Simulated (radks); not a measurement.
Values are calculated unless marked as measured or tabulated.
Zr, configuration [Kr] 4d2 5s2 (the NIST ground configuration). Code: a radial shooting solver on a logarithmic mesh with Libxc functionals. Model: scalar-relativistic Kohn-Sham, r2SCAN, spin-polarised, spherical densities, finite nucleus; open shells are filled with parallel spins first (spin-orbit coupling, left out, can overturn this in heavy ions); meta-GGA in the generalised Kohn-Sham scheme; Fermi nuclear charge, rms radius 4.2694 fm; hard spherical wall at 5 bohr.

Normalised radial functions P(r) = r R(r), r in bohr:

r	4s down	4d up	5s down
0.004109	0.1004	0.0000	0.0397
0.005351	0.1224	0.0001	0.0484
0.006967	0.1467	0.0001	0.0580
0.009072	0.1716	0.0002	0.0678
0.01181	0.1940	0.0005	0.0767
0.01526	0.2087	0.0010	0.0825
0.01987	0.2095	0.0021	0.0828
0.02587	0.1863	0.0043	0.0736
0.03369	0.1295	0.0086	0.0511
0.04387	0.0327	0.0165	0.0128
0.05712	-0.0991	0.0309	-0.0394
0.07438	-0.2406	0.0552	-0.0953
0.09685	-0.3407	0.0934	-0.1346
0.1261	-0.3309	0.1475	-0.1300
0.1629	-0.1685	0.2115	-0.0648
0.2121	0.1355	0.2753	0.0562
0.2762	0.4450	0.3103	0.1771
0.3597	0.5497	0.2821	0.2120
0.4683	0.3030	0.1645	0.1024
0.6098	-0.2296	-0.0397	-0.1168
0.7941	-0.7796	-0.2943	-0.3141
1.034	-1.0453	-0.5319	-0.3331
1.346	-0.9226	-0.6812	-0.1118
1.739	-0.5872	-0.7084	0.2422
2.265	-0.2618	-0.6301	0.5840
2.949	-0.0827	-0.4797	0.7257
3.84	-0.0178	-0.2687	0.5343
5	0.0000	0.0000	0.0000

4s down: eigenvalue -51.076 eV, 3 radial nodes at r = 0.0471, 0.190, 0.550 bohr, <r> = 1.22 bohr, 90 % of the charge inside 1.78 bohr. 4d up: eigenvalue -0.289 eV, 1 radial node at r = 0.583 bohr, <r> = 2.07 bohr, 90 % of the charge inside 3.23 bohr. 5s down: eigenvalue 1.113 eV, 4 radial nodes at r = 0.0471, 0.189, 0.534, 1.47 bohr, <r> = 2.91 bohr, 90 % of the charge inside 3.91 bohr.
